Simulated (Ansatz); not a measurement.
Geometry optimisation, Ansatz 0.2.0, RHF/6-31G*.

Input:

```yaml
crystal:
  periodic: [false, false, false]
  atoms:
    - { symbol: B, position_ang: [0.026413, 0.716465, -0.255262] }
    - { symbol: O, position_ang: [-0.031219, -0.402884, 2.1026] }
    - { symbol: H, position_ang: [-0.817021, -0.926429, 2.19711] }
    - { symbol: C, position_ang: [1.388958, 0.096763, -0.723744] }
    - { symbol: H, position_ang: [1.323981, -0.986143, -0.739625] }
    - { symbol: H, position_ang: [1.603147, 0.426094, -1.739756] }
    - { symbol: H, position_ang: [2.23009, 0.381501, -0.103327] }
    - { symbol: F, position_ang: [-1.12215, 0.144176, -0.567396] }
    - { symbol: S, position_ang: [-0.172478, 2.392139, 0.557167] }
    - { symbol: H, position_ang: [1.11158, 2.684834, 0.717908] }
    - { symbol: H, position_ang: [-0.287001, 0.501685, 2.349223] }
basis:
  gaussian: { orbitals: "6-31G*" }
hamiltonian:
  xc: hf
relax:
  f_tol: 0.03
  max_steps: 50
```

Launched with:

```bash
$ ansatz run input.yaml --threads 1 --pin off --max-ram 2048MiB --backend cpu --events-out ev --progress --plain --runs-dir out
```

Task: Where does it end, and by what steps?

Result: The forces met the threshold. After 10 steps the energy has fallen by 0.077 eV; H11 moved furthest, 0.46 Å.

```csv
step,energy less start (eV),largest force component (eV/Å),accepted
0,0.0000,1.228,yes
1,-0.0421,1.020,yes
2,-0.0572,0.437,yes
3,-0.0234,1.420,no
4,-0.0675,0.111,yes
5,-0.0641,0.627,no
6,-0.0714,0.300,yes
7,-0.0746,0.165,yes
8,-0.0763,0.240,yes
9,-0.0770,0.116,yes
10,-0.0773,0.028,yes
```

```xyz
11
Properties=species:S:1:pos:R:3
B 0.036 0.793 -0.244
O -0.051 -0.500 2.124
H -0.865 -0.955 1.955
C 1.384 0.117 -0.684
H 1.307 -0.963 -0.616
H 1.590 0.367 -1.724
H 2.236 0.438 -0.096
F -1.121 0.183 -0.465
S -0.137 2.514 0.377
H 1.149 2.824 0.457
H -0.273 0.211 2.711
```

Whether the end is a true minimum wasn't checked by a vibrational analysis.

The run took 12 s on 1 thread of AMD EPYC 9R45 96-Core Processor (Zen 5), on a shared host, peak memory 0.19 GiB.
